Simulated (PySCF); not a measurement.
**F- (fluorine, charge -1) across methods**

[Ne], closed-shell 1S. Calculation: PySCF 2.14, in aug-cc-pVQZ with one added diffuse shell each of s, p, d, f, g type (7s6p5d4f3g, 105 functions); the non-relativistic Hamiltonian (point nucleus).

| method | E (hartree) | mean ε 1s (eV) | mean ε 2s (eV) | mean ε 2p (eV) | Σ⟨r²⟩ (bohr²) | ⟨S²⟩ |
| --- | --- | --- | --- | --- | --- | --- |
| PBE | -99.8083 | -648.50 | -16.892 | 1.333 | 19.57 | 0.000 |
| TPSS | -99.9035 | -652.51 | -17.459 | 1.353 | 19.18 | 0.000 |
| r2SCAN | -99.8527 | -654.39 | -18.184 | 1.198 | 18.24 | 0.000 |
| M06-L | -99.8701 | -654.60 | -18.539 | 1.511 | 17.42 | 0.000 |
| UHF | -99.45746 | -702.89 | -29.252 | -4.926 | 15.99 | 0.000 |
| TPSSh | -99.8904 | -657.47 | -18.631 | 0.749 | 18.39 | 0.000 |
| wB97X-V | -99.8613 | -661.69 | -22.613 | -2.814 | 17.72 | 0.000 |
| LDA | -99.2640 | -644.02 | -16.627 | 1.179 | 19.21 | 0.000 |
| PBE0 | -99.7986 | -661.95 | -19.995 | -0.211 | 17.78 | 0.000 |

The highest occupied level is positive at PBE, TPSS, r2SCAN, M06-L, TPSSh, LDA: only the finite basis holds that electron, which in a density functional comes from self-interaction.
